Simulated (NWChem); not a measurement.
InNH3OF; SMILES [NH2][In]([OH])[F]

```xyz
7

In     0.0264     0.0151     0.0136
F     -1.8292    -0.6305    -0.0283
O      1.3621    -1.4530    -0.0347
H      0.9210    -2.3112    -0.0486
N      0.3586     1.9999    -0.0978
H      1.2382     2.3062     0.3116
H     -0.3952     2.5651     0.2867
```
Atoms are numbered in this order, from 1.

Computed with NWChem. Medium grid unless said otherwise, to which SCAN and Minnesota functionals are sensitive. Coordinates come from a PBE0/def2-SVP optimisation. def2 effective core potentials on In; no spin-orbit coupling. B3LYP is NWChem's, with the RPA form of VWN correlation. Total energies of different functionals are on different scales.

```json
[
 {"level": "B3LYP/def2-SVP", "energy (Ha)": "-421.6719", "highest occupied level (eV)": "-7.42", "orbital gap (eV)": "5.48", "dipole (D)": "2.14", "relative time": "2"},
 {"level": "PBE/def2-SVP", "energy (Ha)": "-421.3705", "highest occupied level (eV)": "-6.19", "orbital gap (eV)": "3.69", "dipole (D)": "2.05", "relative time": "2"},
 {"level": "Hartree-Fock/def2-SVP", "energy (Ha)": "-419.5516", "highest occupied level (eV)": "-11.36", "orbital gap (eV)": "12.91", "dipole (D)": "2.29", "relative time": "1"},
 {"level": "r2SCAN/def2-SVP", "energy (Ha)": "-421.5688", "highest occupied level (eV)": "-6.56", "orbital gap (eV)": "4.28", "dipole (D)": "2.13", "relative time": "2"},
 {"level": "LDA (Slater exchange, PW92)/def2-SVP", "energy (Ha)": "-419.6531", "highest occupied level (eV)": "-6.36", "orbital gap (eV)": "3.61", "dipole (D)": "2.11", "relative time": "1"},
 {"level": "LRC-wPBEh/def2-SVP", "energy (Ha)": "-421.4051", "highest occupied level (eV)": "-9.58", "orbital gap (eV)": "9.68", "dipole (D)": "2.13", "relative time": "4"},
 {"level": "SCAN/def2-SVP", "energy (Ha)": "-421.5807", "highest occupied level (eV)": "-6.59", "orbital gap (eV)": "4.24", "dipole (D)": "2.12", "relative time": "2"}
]
```

Times are rough ratios from one shared machine.
